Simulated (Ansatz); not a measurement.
Start from `CO[SiH](C)[SeH]` and change one atom or group to get `CO[SiH](C)Cl`.

Ansatz, PBE0-D4/def2-TZVP geometries, multiplicity 1. Each molecule was computed in one conformer, which needn't be the lowest.

Scalar relativity is left out up to krypton. Spin–orbit coupling is left out; it splits and shifts lone-pair levels of the heavy atoms by tenths of an eV.

| property | `CO[SiH](C)[SeH]` |
| --- | --- |
| HOMO energy (ωB97M-V/def2-TZVPP) / eV | -9.20 |
| HOMO–LUMO gap (ωB97M-V/def2-TZVPP) / eV | 11.08 |
| LUMO energy (PBE0/def2-TZVPP) / eV | 0.11 |
| size of the dipole moment (PBE/def2-TZVPP) / D | 1.01 |
| size of the dipole moment (ωB97M-V/def2-TZVPP) / D | 1.12 |
| HOMO–LUMO gap (PBE0/def2-TZVPP) / eV | 7.13 |

**Question.** What does the change do to each property? (Estimate.)

**Answer.** Ansatz gave: 
| property | `CO[SiH](C)Cl` | shift |
| --- | --- | --- |
| HOMO energy (ωB97M-V/def2-TZVPP) / eV | -10.68 | -1.48 |
| HOMO–LUMO gap (ωB97M-V/def2-TZVPP) / eV | 13.16 | 2.08 |
| LUMO energy (PBE0/def2-TZVPP) / eV | 1.06 | 0.95 |
| size of the dipole moment (PBE/def2-TZVPP) / D | 1.97 | 0.96 |
| size of the dipole moment (ωB97M-V/def2-TZVPP) / D | 2.02 | 0.90 |
| HOMO–LUMO gap (PBE0/def2-TZVPP) / eV | 9.43 | 2.30 |

With PBE0 the HOMO falls by 1.35 eV and the LUMO rises by 0.95 eV, so the gap widens by about 2.30 eV. PBE moves the HOMO by -1.02 eV and ωB97M-V by -1.48 eV. Dipoles are sizes alone; their direction can turn.
